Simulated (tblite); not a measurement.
C₂H₇FOSi₂.
SMILES with atom numbers: `[F:1][C@@H:2]1[CH2:3][SiH2:4][O:5][SiH2:6]1` (hydrogens: H7 on C2; H8, H9 on C3; H10, H11 on Si4; H12, H13 on Si6)

Computed with GFN2-xTB (tblite), gas phase: Langevin dynamics at 400 K from the optimised GFN2-xTB geometry, time step 0.5 fs, friction 0.01 fs⁻¹, 2000 steps. The instantaneous temperature is 2·E(kin)/(3Nk) with all 3N coordinates.

```csv
t (fs),T (K),E(pot) above start (eV),F1–C2 (Å),C2–C3 (Å),C3–Si4 (Å),Si4–O5 (Å),O5–Si6 (Å),C2–H7 (Å)
0,333,0.000,1.394,1.531,1.907,1.645,1.636,1.097
25,205,0.196,1.374,1.488,1.933,1.626,1.658,1.107
50,182,0.270,1.415,1.477,1.928,1.657,1.656,1.119
75,164,0.306,1.379,1.515,1.965,1.629,1.618,1.100
100,259,0.288,1.398,1.602,1.911,1.682,1.604,1.063
125,304,0.444,1.444,1.564,1.920,1.603,1.694,1.087
150,316,0.524,1.440,1.529,1.950,1.684,1.606,1.100
175,309,0.663,1.371,1.503,1.898,1.694,1.618,1.121
200,401,0.587,1.416,1.519,1.999,1.592,1.644,1.111
225,528,0.449,1.455,1.523,1.873,1.644,1.681,1.125
250,498,0.566,1.365,1.578,1.932,1.712,1.584,1.134
275,428,0.706,1.392,1.525,1.925,1.640,1.622,1.117
300,428,0.668,1.515,1.538,1.894,1.657,1.709,1.039
325,435,0.630,1.363,1.587,1.963,1.652,1.558,1.048
350,359,0.767,1.357,1.467,1.892,1.672,1.711,1.101
375,431,0.770,1.505,1.432,2.018,1.594,1.666,1.146
400,503,0.665,1.408,1.505,1.895,1.714,1.578,1.138
425,543,0.891,1.423,1.666,1.971,1.668,1.680,1.047
450,540,0.847,1.385,1.604,1.894,1.544,1.671,1.044
475,519,0.665,1.421,1.513,1.963,1.750,1.622,1.140
500,416,0.725,1.429,1.475,1.930,1.661,1.606,1.161
525,290,0.669,1.394,1.515,1.913,1.676,1.699,1.163
550,358,0.527,1.371,1.596,1.941,1.636,1.613,1.154
575,442,0.653,1.390,1.598,1.931,1.658,1.590,1.031
600,357,0.886,1.458,1.525,1.851,1.680,1.703,1.013
625,468,0.845,1.412,1.489,2.065,1.583,1.580,1.113
650,481,0.738,1.410,1.535,1.834,1.732,1.663,1.174
675,378,0.831,1.443,1.545,2.069,1.602,1.646,1.147
700,526,0.607,1.320,1.500,1.892,1.728,1.608,1.095
725,524,0.678,1.454,1.531,1.912,1.638,1.656,1.064
750,381,0.697,1.468,1.558,1.905,1.584,1.623,1.052
775,579,0.569,1.352,1.573,1.920,1.742,1.636,1.107
800,564,0.489,1.447,1.488,1.920,1.637,1.573,1.126
825,510,0.602,1.436,1.503,1.909,1.631,1.737,1.117
850,337,0.759,1.319,1.559,1.920,1.677,1.590,1.114
875,620,0.420,1.413,1.549,1.948,1.681,1.600,1.113
900,493,0.617,1.482,1.522,1.990,1.625,1.697,1.097
925,506,0.665,1.386,1.527,1.864,1.643,1.621,1.117
950,345,0.869,1.356,1.535,2.033,1.728,1.584,1.092
975,423,0.592,1.392,1.527,1.894,1.595,1.711,1.081
1000,450,0.555,1.461,1.597,2.014,1.615,1.656,1.079
```

Problem. From 500 fs on, how do temperature and potential energy compare with equipartition?

Solution. The mean temperature of these 21 frames is 450 K against the target 400 K, and the mean potential energy 0.67 eV against 33 × kT/2 = 0.57 eV for 33 classical harmonic modes. For 13 atoms in a canonical ensemble the temperature itself scatters by T·√(2/(3N)) = 91 K; here its standard deviation is 87 K. The whole run lasts only 10 friction times of 100 fs, so these averages carry a wide statistical error.

Problem. What are the kinetic and total energies of the listed frame with the highest potential energy?

Solution. The one at 425 fs, 0.891 eV above the start. Its kinetic energy is 3NkT/2 = 0.913 eV at 543 K, so the sum is 1.80 eV; over the listed frames the sum runs from 0.54 to 1.80 eV, since the thermostat adds and removes energy.

Problem. How much do the listed bonds fluctuate from 500 fs on?

Solution. 
```csv
bond,at the start (Å),mean (Å),standard deviation (Å)
F1–C2,1.394,1.409,0.046
C2–C3,1.531,1.536,0.035
C3–Si4,1.907,1.936,0.063
Si4–O5,1.645,1.655,0.047
O5–Si6,1.636,1.638,0.048
C2–H7,1.097,1.105,0.042
```

The motion is classical and holds no zero-point motion.

The cost below is that of the whole dynamics run. The run took 9.0 s wall on one thread, Arm Neoverse V2 (aarch64), shared host with 96 logical CPUs at a one-minute load of 19, and the process peaked at 0.18 GiB of memory.
